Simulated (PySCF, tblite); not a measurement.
C3H11NOSi4.
Geometry (GFN2-xTB, Å), atoms numbered from 1 in this order:
```xyz
20
C3H11NOSi4 angstrom
C      4.047   -0.684    0.072
C      3.010   -0.003   -0.399
C      1.644   -0.205    0.113
O      1.418   -0.818    1.147
Si     0.132    0.463   -0.843
Si    -1.040    1.852    0.603
N     -2.552    0.997    0.733
Si    -2.979   -0.675    0.463
Si    -1.341   -1.342   -1.035
H      5.048   -0.568   -0.310
H      3.903   -1.395    0.870
H      3.110    0.708   -1.207
H      0.667    1.121   -2.055
H     -1.389    3.187    0.095
H     -0.447    2.040    1.934
H     -3.266    1.518    1.219
H     -4.365   -0.632   -0.027
H     -3.021   -1.386    1.751
H     -1.849   -1.526   -2.406
H     -0.734   -2.642   -0.719
```

The calculation used PBE0/pcSseg-1 in PySCF (dipole) on a GFN2-xTB geometry, gas phase.

Masses are those of the commonest isotopes; rigid-rotor values at the optimised geometry. The values belong to one conformer with, in the numbering `[CH2:1]=[CH:2][C:3](=[O:4])[Si@@H:5]1[SiH2:6][NH:7][SiH2:8][SiH2:9]1`, C1–C2–C3–O4 14°, C2–C3–Si5–Si6 -123°, C3–Si5–Si6–N7 -117°, Si5–Si6–N7–Si8 22°, Si6–N7–Si8–Si9 -25°, N7–Si8–Si9–Si5 13°.

Task: What are A, B and C (GHz)?

Result: Ia = 341.52, Ib = 972.63, Ic = 1117.72 u·Å²; 505379 MHz·u·Å²/I gives 1480, 519.6 and 452.2 MHz, that is A = 1.4798, B = 0.5196, C = 0.4522 GHz.

Task: What kind of rotor is it?

Result: An asymmetric top: κ = (2 × 519.6 − 1480 − 452.2)/(1480 − 452.2) = -0.87.

Task: What does the inertial defect say?

Result: Not planar: Δ = Ic − Ia − Ib = -196.43 u·Å². For a rigid frame Δ = −2 Σ m c², so Σ m c² = 98.22 u·Å² lies off the ab plane: 19.05 from hydrogen and 79.16 from heavier atoms. The atom farthest from that plane is 2.31 Å away.

Task: Give the other two planar moments, Paa and Pbb, and the rms extents of the mass along the axes.

Result: Paa = Σ m a² = (Ib + Ic − Ia)/2 = 874.41 and Pbb = Σ m b² = (Ia + Ic − Ib)/2 = 243.30 u·Å². With the mass M = 188.99 u, the rms extents √(P/M) along a, b and c are 2.15, 1.13, 0.72 Å.

Task: Which lines would a microwave search look for?

Result: The dipole components are |μa| = 0.96 D, |μb| = 0.38 D, |μc| = 1.68 D. The squared components, which scale the intensities, stand as 0.32 : 0.05 : 1.00 (a : b : c). Some lines, for components of 0.1 D or more:

| type | branch | J(Ka,Kc) | MHz | lower level (cm⁻¹) |
| --- | --- | --- | --- | --- |
| c | Q | 2(1,2) ← 2(0,2) | 896 | 0.097 |
| c | Q | 1(1,1) ← 1(0,1) | 960 | 0.032 |
| a | R | 1(0,1) ← 0(0,0) | 972 | 0.000 |
| b | R | 2(0,2) ← 1(1,1) | 980 | 0.064 |
| b | Q | 1(1,0) ← 1(0,1) | 1028 | 0.032 |
| b | Q | 2(1,1) ← 2(0,2) | 1099 | 0.097 |
| a | R | 2(1,2) ← 1(1,1) | 1876 | 0.064 |
| b | R | 1(1,1) ← 0(0,0) | 1932 | 0.000 |
| a | R | 2(0,2) ← 1(0,1) | 1940 | 0.032 |
| c | R | 1(1,0) ← 0(0,0) | 1999 | 0.000 |
| a | R | 2(1,1) ← 1(1,0) | 2011 | 0.067 |
| b | R | 2(1,2) ← 1(0,1) | 2836 | 0.032 |
| c | Q | 2(2,1) ← 2(1,1) | 2881 | 0.134 |
| b | Q | 2(2,0) ← 2(1,1) | 2884 | 0.134 |
| c | R | 2(1,1) ← 1(0,1) | 3039 | 0.032 |
| b | Q | 2(2,1) ← 2(1,2) | 3083 | 0.127 |
| b | R | 2(2,1) ← 1(1,0) | 4892 | 0.067 |
| c | R | 2(2,0) ← 1(1,0) | 4895 | 0.067 |
| c | R | 2(2,1) ← 1(1,1) | 4959 | 0.064 |
| b | R | 2(2,0) ← 1(1,1) | 4962 | 0.064 |

Task: Estimate the classical rotational partition function at 25 K, 50 K and 200 K.

Result: Point group C1, symmetry number σ = 1; q = (√π/σ)·√((kT/h)³/(ABC)), k/h = 20836.6 MHz/K: 35700 at 25 K, 101000 at 50 K, 809000 at 200 K.

Its lowest GFN2-xTB frequency is 6 cm⁻¹, too small to tell a flat minimum from a shallow saddle. Zero-point vibration and centrifugal distortion are left out. Quadrupole hyperfine structure (14N) is left out.
